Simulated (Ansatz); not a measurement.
Ansatz (a quantum-chemistry and plane-wave program) input (PBE/6-31G*):

Ansatz 0.2 input:
```yaml
crystal:
  periodic: [false, false, false]
  atoms:
    - {symbol: C, position_ang: [-0.55605097, 0.18033122, 0.03102555]}
    - {symbol: N, position_ang: [0.60071743, -0.32134114, -0.04481058]}
    - {symbol: H, position_ang: [-1.42101256, -0.48252082, -0.00491200]}
    - {symbol: H, position_ang: [-0.76996694, 1.24934935, 0.13218350]}
    - {symbol: H, position_ang: [1.32226330, 0.40057215, 0.00024922]}
basis:
  gaussian:
    orbitals: 6-31G*
hamiltonian:
  xc: {name: PBE}
relax: {f_tol: 0.003, max_steps: 120}
```

Output:

```
Functional definition: PBE
integrals: 0.01 GiB planned
479 factors; their error is unknown
mean field: 0.06 GiB planned
mean field evaluation 1: about -2566.6426 eV, gradient 4.7e1 eV
mean field evaluation 2: about -2556.2955 eV, gradient 7.9e1 eV
mean field evaluation 4: about -2571.5391 eV, gradient 3.2e0 eV
mean field evaluation 8: about -2571.5302 eV, gradient 3.7e-2 eV
mean field -2571.53016638 eV, -94.5019905688 hartree, gradient 3.1e-5 eV, S^2 0.000000; 0 other end points of the search recorded, 0 dependent functions left out
the calculation of the forces begins
reference -2571.53018161 eV, -94.5019911283 hartree; 8, 8 occupied and 28, 28 virtual orbitals, 479 factors
relax step   1: F+E_penalty+E_count = -2571.53016638 eV  Δ(F+E_penalty+E_count) = +0.000e0 eV  max|allowed force component| = 1.047e0 eV/Å  Δτ_max = 0.0000 Å  (24 SCF iters, accepted)
these checks for a lower state are left out or cut short: starts, cluster_reference, orbital_swaps, neighbouring_geometries, increment
integrals: 0.01 GiB planned
479 factors; their error is unknown
mean field: 0.06 GiB planned
mean field evaluation 16: about -2571.5789 eV, gradient 9.7e-1 eV
mean field -2571.54927270 eV, -94.5026927130 hartree, gradient 4.8e-6 eV, S^2 0.000000; 0 other end points of the search recorded, 0 dependent functions left out
the calculation of the forces begins
reference -2571.54928793 eV, -94.5026932726 hartree; 8, 8 occupied and 28, 28 virtual orbitals, 479 factors
relax step   2: F+E_penalty+E_count = -2571.54927270 eV  Δ(F+E_penalty+E_count) = -1.911e-2 eV  max|allowed force component| = 3.930e-1 eV/Å  Δτ_max = 0.0142 Å  (29 SCF iters, accepted)
these checks for a lower state are left out or cut short: starts, cluster_reference, orbital_swaps, neighbouring_geometries, increment
integrals: 0.01 GiB planned
479 factors; their error is unknown
mean field: 0.06 GiB planned
mean field -2571.55166708 eV, -94.5027807049 hartree, gradient 4.9e-6 eV, S^2 0.000000; 0 other end points of the search recorded, 0 dependent functions left out
the calculation of the forces begins
reference -2571.55168229 eV, -94.5027812638 hartree; 8, 8 occupied and 28, 28 virtual orbitals, 479 factors
relax step   3: F+E_penalty+E_count = -2571.55166708 eV  Δ(F+E_penalty+E_count) = -2.394e-3 eV  max|allowed force component| = 5.798e-2 eV/Å  Δτ_max = 0.0070 Å  (29 SCF iters, accepted)
these checks for a lower state are left out or cut short: starts, cluster_reference, orbital_swaps, neighbouring_geometries, increment
integrals: 0.01 GiB planned
479 factors; their error is unknown
mean field: 0.06 GiB planned
mean field evaluation 32: about -2571.5844 eV, gradient 3.0e-1 eV
mean field -2571.55181019 eV, -94.5027859641 hartree, gradient 4.9e-6 eV, S^2 0.000000; 0 other end points of the search recorded, 0 dependent functions left out
the calculation of the forces begins
reference -2571.55182539 eV, -94.5027865225 hartree; 8, 8 occupied and 28, 28 virtual orbitals, 479 factors
relax step   4: F+E_penalty+E_count = -2571.55181019 eV  Δ(F+E_penalty+E_count) = -1.431e-4 eV  max|allowed force component| = 1.027e-2 eV/Å  Δτ_max = 0.0025 Å  (30 SCF iters, accepted)
these checks for a lower state are left out or cut short: starts, cluster_reference, orbital_swaps, neighbouring_geometries, increment
integrals: 0.01 GiB planned
479 factors; their error is unknown
mean field: 0.06 GiB planned
mean field -2571.55182168 eV, -94.5027863863 hartree, gradient 4.9e-6 eV, S^2 0.000000; 0 other end points of the search recorded, 0 dependent functions left out
the calculation of the forces begins
reference -2571.55183687 eV, -94.5027869444 hartree; 8, 8 occupied and 28, 28 virtual orbitals, 479 factors
relax step   5: F+E_penalty+E_count = -2571.55182168 eV  Δ(F+E_penalty+E_count) = -1.149e-5 eV  max|allowed force component| = 8.127e-4 eV/Å  Δτ_max = 0.0014 Å  (30 SCF iters, accepted)
integrals: 0.01 GiB planned
479 factors; their error is unknown
mean field: 0.06 GiB planned
mean field evaluation 64: about -2571.5518 eV, gradient 1.0e-3 eV
mean field -2571.55182168 eV, -94.5027863863 hartree, gradient 4.9e-6 eV, S^2 0.000000; 1 other end points of the search recorded, 0 dependent functions left out
the calculation of the forces begins
reference -2571.55183687 eV, -94.5027869444 hartree; 8, 8 occupied and 28, 28 virtual orbitals, 479 factors
Total energy: -2571.55183687 eV, -94.5027869444 hartree
Atom 0 at    -0.554380     0.182549     0.031179 Å, force     0.000391     0.000452     0.000030 eV/Å
Atom 1 at     0.611598    -0.338780    -0.046659 Å, force     0.000709     0.000049    -0.000015 eV/Å
Atom 2 at    -1.430231    -0.486104    -0.004984 Å, force    -0.000606     0.000427     0.000054 eV/Å
Atom 3 at    -0.781682     1.262836     0.133702 Å, force    -0.000320    -0.000813    -0.000064 eV/Å
Atom 4 at     1.330645     0.405890     0.000499 Å, force    -0.000174    -0.000115    -0.000006 eV/Å
Dipole moment:    -0.129538     0.371969     0.036678 e Å
```

The geometry given is a B3LYP-D3(BJ)/def2-TZVP minimum.
